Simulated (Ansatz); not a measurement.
Basis-set extrapolation for C$_{2}$H$_{7}$ClSi, SMILES `[SiH3]CCCl` (PBE0-D4/def2-TZVP geometry, frozen core, Ansatz 0.2.0). Multiplicity 1, RHF reference.

```tsv
	def2-TZVPP	def2-QZVPP
HF	-828.296795	-828.322519
MP2 correlation	-0.670612	-0.721621
CCSD(T) correlation	-0.758150	not run
```

Energies in hartree. Use E(X) = E(∞) + A·exp(−7.88·√X) for Hartree–Fock and E(X) = E(∞) + B·X^(−2.97) for correlation, with X = 3 and 4, and add CCSD(T) minus MP2 of the smaller set to the MP2 limit.

Task: What is the CCSD(T) energy at the basis-set limit?

Result: HF limit: -828.322519 + (-0.025724) × 0.13774 = -828.32606. MP2 limit: -0.721621 + (-0.051009) × 0.74074 = -0.75941. Higher-order term: -0.758150 − (-0.670612) = -0.08754. Total: -829.17301 hartree, 310.0 kJ/mol below CCSD(T)/def2-TZVPP.
